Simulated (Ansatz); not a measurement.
C$_{7}$H$_{12}$O$_{2}$ (`CC(C)(C)C(=O)/C=C\O`). The species carries charge 0 and has multiplicity 1. Geometry: relaxed with PBE0-D4/def2-TZVP. It is one conformer, not always the lowest.

```xyz
21

C    -0.838   -1.023    1.276
C    -0.593   -0.530   -0.153
C    -1.692    0.457   -0.557
C    -0.585   -1.712   -1.111
C     0.752    0.184   -0.201
O     1.649   -0.230   -0.950
C     0.973    1.341    0.628
C     2.175    1.971    0.581
O     3.169    1.596   -0.181
H    -1.793   -1.554    1.320
H    -0.053   -1.712    1.595
H    -0.879   -0.200    1.993
H    -2.660   -0.049   -0.543
H    -1.525    0.840   -1.566
H    -1.749    1.309    0.124
H     0.195   -2.429   -0.849
H    -0.403   -1.389   -2.137
H    -1.552   -2.221   -1.073
H     0.206    1.719    1.287
H     2.389    2.848    1.188
H     2.815    0.784   -0.671
```

What is the dipole moment at ωB97M-V/def2-TZVPP? (Estimate.)

The calculation gave: 2.75 D, with components (-2.20, 0.62, 1.52) D in this frame, pointing from negative to positive charge.

And with PBE, r2SCAN, B3LYP? (Best estimate.)

Computed: PBE 2.55 D, r2SCAN 2.66 D, B3LYP 2.77 D.

Give the Mulliken charges with ωB97M-V, PBE, r2SCAN in def2-TZVPP. (An estimate is asked.)

Ansatz gave: 
| atom | ωB97M-V | PBE | r2SCAN |
| --- | --- | --- | --- |
| C1 | -0.31 | -0.28 | -0.22 |
| C2 | -0.01 | 0.30 | 0.42 |
| C3 | -0.31 | -0.28 | -0.22 |
| C4 | -0.32 | -0.28 | -0.21 |
| C5 | 0.26 | 0.10 | 0.15 |
| O6 | -0.38 | -0.32 | -0.40 |
| C7 | -0.23 | -0.21 | -0.26 |
| C8 | 0.10 | 0.06 | 0.15 |
| O9 | -0.29 | -0.23 | -0.30 |
| H10 | 0.11 | 0.08 | 0.05 |
| H11 | 0.12 | 0.09 | 0.06 |
| H12 | 0.11 | 0.08 | 0.05 |
| H13 | 0.11 | 0.08 | 0.05 |
| H14 | 0.12 | 0.09 | 0.06 |
| H15 | 0.11 | 0.08 | 0.05 |
| H16 | 0.12 | 0.08 | 0.06 |
| H17 | 0.12 | 0.08 | 0.06 |
| H18 | 0.11 | 0.07 | 0.04 |
| H19 | 0.10 | 0.09 | 0.07 |
| H20 | 0.12 | 0.11 | 0.09 |
| H21 | 0.23 | 0.21 | 0.24 |

B3LYP here is the variant with VWN-RPA as its local correlation; programs differ in this.
